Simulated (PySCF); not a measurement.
C2H3F3, SMILES FC(F)(C)F. Geometry optimised at PBE-D3(BJ)/def2-SVP.

Computed equilibrium geometry at PBE-D3(BJ)/def2-SVP (PySCF confirms it by a frequency run) as Cartesian coordinates in Å, and its point group:
point group C3v.
```xyz
8

C      0.0000     0.0000     1.4787
C      0.0000     0.0000    -0.0295
F     -1.0919    -0.6304    -0.5276
F      1.0919    -0.6304    -0.5276
F      0.0000     1.2609    -0.5276
H     -0.9018     0.5207     1.8498
H      0.9018     0.5207     1.8498
H      0.0000    -1.0413     1.8498
```
Charge 0, spin multiplicity 1.
